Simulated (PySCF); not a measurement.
This PySCF input asks for the NMR shieldings of `C=CCC#[N+][BH2-]CCC=C`, C₈H₁₄BN; the geometry comes from GFN2-xTB.

```python
import basis_set_exchange as bse
import numpy as np
from pyscf import gto, dft
from pyscf.prop import nmr

atoms = """
C     2.647007   -1.676628   -1.106199
C     1.798397   -1.859704   -0.114695
C     2.002462   -1.306589    1.273507
C     1.000276   -0.309538    1.532375
N     0.179169    0.481242    1.685167
B    -0.811149    1.560907    1.771446
C    -1.044854    2.085502    0.228274
C    -2.054158    1.274470   -0.598187
C    -1.643144   -0.149670   -0.768034
C    -1.254820   -0.688401   -1.909324
H     3.560412   -1.117795   -0.981731
H     2.464317   -2.081662   -2.086155
H     0.880271   -2.410213   -0.257449
H     1.910288   -2.104595    2.018103
H     2.992234   -0.850024    1.365688
H    -1.785903    1.095671    2.274221
H    -0.293892    2.394951    2.452287
H    -1.410607    3.112775    0.275731
H    -0.096756    2.116008   -0.316319
H    -3.020471    1.303622   -0.087292
H    -2.174494    1.735895   -1.583630
H    -1.672695   -0.748350    0.133418
H    -1.218845   -0.114912   -2.821495
H    -0.964780   -1.723198   -1.995073
"""
names = dict.fromkeys(["C", "N", "B", "H"], "pcSseg-1")
basis = {el: gto.basis.parse(bse.get_basis(n, elements=[el], fmt="nwchem")) for el, n in names.items()}
mol = gto.M(atom=atoms, basis=basis, charge=0, verbose=0)
mf = dft.RKS(mol, xc="PBE0")
mf.grids.level = 2
mf.grids.alignment = dft.numint.BLKSIZE   # the property module wants whole blocks of grid points
mf.conv_tol = 1e-9
mf.kernel()

calc = nmr.RKS(mf)   # GIAO
C = mf.mo_coeff
Co = C[:, mf.mo_occ > 0]
resp = mf.gen_response(singlet=True, hermi=2)
def vind(x):   # induced exchange potential for any number of trial vectors
    d = np.einsum("pi,xij,qj->xpq", C, 2 * x.reshape(-1, C.shape[1], Co.shape[1]), Co, optimize=True)
    return np.einsum("xpq,pi,qj->xij", resp(d - d.transpose(0, 2, 1)), C, Co, optimize=True).ravel()
mo1, _ = nmr.rhf.solve_mo1(calc, with_cphf=vind)
sigma = calc.kernel(mo1)
for i, s in enumerate(sigma):   # ppm
    w = np.linalg.eigvalsh((s + s.T) / 2)
    print("%2d %-2s iso %8.1f  s11 %8.1f  s22 %8.1f  s33 %8.1f" % (i, mol.atom_pure_symbol(i), w.mean(), *w))
```

**Question.** Give the expected output.

**Answer.** 
```
 0 C  iso     55.7  s11    -59.9  s22     68.2  s33    158.9
 1 C  iso     53.1  s11    -67.6  s22     66.8  s33    160.1
 2 C  iso    161.5  s11    147.6  s22    161.6  s33    175.3
 3 C  iso     69.7  s11    -17.6  s22    -16.1  s33    242.9
 4 N  iso     25.1  s11   -122.0  s22   -118.6  s33    315.8
 5 B  iso    134.1  s11    122.2  s22    134.9  s33    145.2
 6 C  iso    158.6  s11    148.6  s22    162.6  s33    164.7
 7 C  iso    143.4  s11    131.6  s22    147.7  s33    150.9
 8 C  iso     32.2  s11    -96.9  s22     31.9  s33    161.5
 9 C  iso     69.4  s11    -39.4  s22     90.8  s33    156.7
10 H  iso     26.0  s11     22.2  s22     25.7  s33     30.0
11 H  iso     26.0  s11     22.8  s22     25.4  s33     29.7
12 H  iso     25.7  s11     24.0  s22     25.3  s33     27.7
13 H  iso     28.3  s11     24.1  s22     26.6  s33     34.2
14 H  iso     28.5  s11     24.6  s22     27.2  s33     33.6
15 H  iso     29.8  s11     27.0  s22     29.6  s33     32.9
16 H  iso     29.5  s11     25.4  s22     29.9  s33     33.4
17 H  iso     30.5  s11     25.6  s22     29.0  s33     36.9
18 H  iso     31.4  s11     28.9  s22     30.3  s33     35.1
19 H  iso     29.4  s11     26.3  s22     27.4  s33     34.4
20 H  iso     29.3  s11     25.1  s22     28.1  s33     34.7
21 H  iso     25.1  s11     21.0  s22     25.9  s33     28.3
22 H  iso     26.4  s11     23.3  s22     26.0  s33     30.0
23 H  iso     26.8  s11     23.2  s22     27.0  s33     30.3
```

These numbers come from an equivalent density-fitted implementation of the same equations, which agrees with the script to about 0.01 ppm for H and up to a few tenths of a ppm for heavy atoms, so last digits may differ.

Size and cost of the density-fitted run: 240 basis functions, 2.3 min wall time on 1 thread of an Arm Neoverse N1, shared host; peak memory 1.1 GiB.
